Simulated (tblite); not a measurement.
Problem. What does the GFN2-xTB structure of `C=C=C(C)[Si@@H](Cl)CC` look like in three dimensions?

Solution. 
```xyz
19
C6H11ClSi angstrom
C     -2.1843   -0.2316    1.3263
C     -1.4716   -0.4232    0.2624
C     -0.7314   -0.5990   -0.7926
C     -1.1662   -1.4973   -1.9221
Si     0.9313    0.2848   -0.9935
Cl     0.8163    1.4575   -2.6535
C      1.3495    1.3809    0.5020
C      1.5759    0.5838    1.7822
H     -2.9126    0.5613    1.3884
H     -2.0892   -0.8609    2.1975
H     -2.1336   -1.9477   -1.7130
H     -1.2337   -0.9232   -2.8447
H     -0.4322   -2.2874   -2.0728
H      1.9842   -0.7058   -1.2472
H      0.5454    2.0997    0.6714
H      2.2448    1.9670    0.2852
H      1.8142    1.2471    2.6117
H      0.6840    0.0188    2.0399
H      2.3993   -0.1154    1.6592
```

Any rigid rotation of these coordinates is as good. Atoms count from 1 in this order. The 4 C–C bonds span 1.295 Å (C1=C2, drawn double) to 1.525 Å (C7–C8, drawn single), a spread of 0.230 Å. Si5 (chlorine-bound silicon) is tetrahedral (angles from 106.8° to 112.3°). Of the pairs four or more bonds apart, C2···H18 is among the closest relative to their van der Waals radii: 2.83 Å, 98 % of the sum of Bondi's values.

Bonds between heavy atoms (Å): C1=C2 1.295, C2=C3 1.301, C3–C4 1.507, C3–Si5 1.894, Si5–Cl6 2.036, Si5–C7 1.901, C7–C8 1.525.

The geometry is computed with GFN2-xTB (gas phase).

Point group: C1 (no symmetry element, even within 0.4 Å). Its GFN2-xTB frequencies are all real (lowest 21 cm⁻¹). The numbers are those of one conformer (C2–C3–Si5–Cl6 -119°, C3–Si5–C7–C8 66°). 3 starts were optimised and ended at 0.00, 0.48 and 1.05 kcal/mol (GFN2-xTB); the lowest of these is shown.

Hardware: an Intel Xeon Platinum 8259CL at 2.50 GHz with one thread (shared host). Cost: 2.2 s. That covers the optimisation of the geometry.
